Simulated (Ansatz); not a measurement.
Reaction R1 → P1 + P2, each structure at its B3LYP-D3(BJ)/def2-TZVP stationary point, reached from a drawn start (curvature not checked).
R1: H2O5S (SMILES O=S(=O)(O)OO), charge 0, multiplicity 1.
P1, H2O4S (SMILES O=S(=O)(O)O) (charge 0, multiplicity 1):
| atom | x (Å) | y (Å) | z (Å) |
|---|---|---|---|
| O | -0.7368 | 1.0906 | 0.3077 |
| S | -0.2502 | -0.3881 | -0.0363 |
| O | -0.7450 | -0.7449 | -1.3202 |
| O | -0.4759 | -1.1489 | 1.1430 |
| O | 1.3202 | -0.1859 | -0.2231 |
| H | -0.8613 | 1.5846 | -0.5177 |
| H | 1.7493 | -0.2074 | 0.6465 |
P2: O atom, charge 0, multiplicity 3.

P less R. No zero-point or thermal terms; singlets are restricted closed shells; open shells are unrestricted; no spin–orbit coupling. One arrangement of each flexible species, with no search for the lowest.

Cores are frozen in the correlated methods.

Programs: Ansatz (a first-principles code). All values are computed, each at the level named.

Total energies in hartree:

| structure | PBE/def2-TZVPP | B3LYP/def2-TZVPP | CCSD(T)/cc-pV(T+d)Z |
|---|---|---|---|
| R1 | -775.062875 | -775.601748 | -774.482669 |
| P1 | -699.974514 | -700.448286 | -699.456440 |
| P2 | -75.009672 | -75.096275 | -74.973962 |

**Question.** Work out the reaction energy at each level in kcal/mol (1 hartree = 627.50947 kcal/mol), and say how far PBE/def2-TZVPP lies from CCSD(T)/cc-pV(T+d)Z.

**Answer.** 
- PBE/def2-TZVPP: (-699.974514) + (-75.009672) − (-775.062875) = 0.078689 hartree = 49.38 kcal/mol
- B3LYP/def2-TZVPP: (-700.448286) + (-75.096275) − (-775.601748) = 0.057187 hartree = 35.89 kcal/mol
- CCSD(T)/cc-pV(T+d)Z: (-699.456440) + (-74.973962) − (-774.482669) = 0.052267 hartree = 32.80 kcal/mol
PBE/def2-TZVPP less CCSD(T)/cc-pV(T+d)Z: 16.58 kcal/mol. CCSD(T)/cc-pV(T+d)Z is the level counted from, the highest shown, and no exact or measured value.
